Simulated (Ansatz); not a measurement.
Reaction (atomization): `NC([SiH3])S` → C• + 7 H• + N• + S• + Si•

Program: Ansatz. Geometries: PBE0-D4/def2-TZVP. ΔE: electronic, gas phase. CBS: MP2 limit from def2 TZ/QZ plus the TZ coupled-cluster correction, frozen cores. This one scheme is used for every species, atoms too. Functionals use def2-TZVPP. No spin–orbit coupling; open shells (•) take unrestricted orbitals. Spin–orbit coupling would lower the free atoms: a little for C, S, Si. Each species was taken in one conformer, which may not be the lowest.

Q: What is ΔE at CCSD(T)/CBS? (Estimate.)

A: Ansatz gave: +3556.3 kJ/mol.

Q: What do these levels give: PBE-D4, PBE0-D4, ωB97M-V, PBE, r2SCAN, PBE0, HF/def2-TZVPP, MP2/def2-TZVPP, CCSD/def2-TZVPP, CCSD(T)/def2-TZVPP, HF/def2-QZVPP, CCSD/CBS(def2)? (Estimate.)

A: Computed: PBE-D4 3597.4, PBE0-D4 3544.7, ωB97M-V 3573.6, PBE 3573.0, r2SCAN 3537.9, PBE0 3524.2, HF/def2-TZVPP 2503.7, MP2/def2-TZVPP 3463.7, CCSD/def2-TZVPP 3398.4, CCSD(T)/def2-TZVPP 3449.3, HF/def2-QZVPP 2509.7, CCSD/CBS(def2) 3505.5 kJ/mol.

Largest T1 diagnostic among the species: 0.012.

In def2-TZVPP, CCSD(T) changes the Hartree–Fock value by +945.6 kJ/mol (the triples alone add +50.9 kJ/mol) and MP2 by +960.1 kJ/mol; breaking electron pairs costs correlation energy, which Hartree–Fock lacks. The D4 term adds +39.5 kJ/mol with B3LYP and +20.5 kJ/mol with PBE0; it sums over pairs of atoms, weighted by their polarisabilities, and B3LYP, whose exchange is more repulsive, gets the larger term. From PBE to PBE0 (25 % exact exchange), in def2-TZVPP and without D4, ΔE moves by −48.9 kJ/mol: exact exchange takes away binding that semilocal exchange gives to molecules.

B3LYP here is the variant with VWN-RPA as its local correlation; programs differ in this.

For atomizations the MP2-based limit and the directly extrapolated one differ by several kJ/mol either way, and by 10 to 25 for some Ge, Se and Sn compounds, so smaller differences from it don't rank the levels.
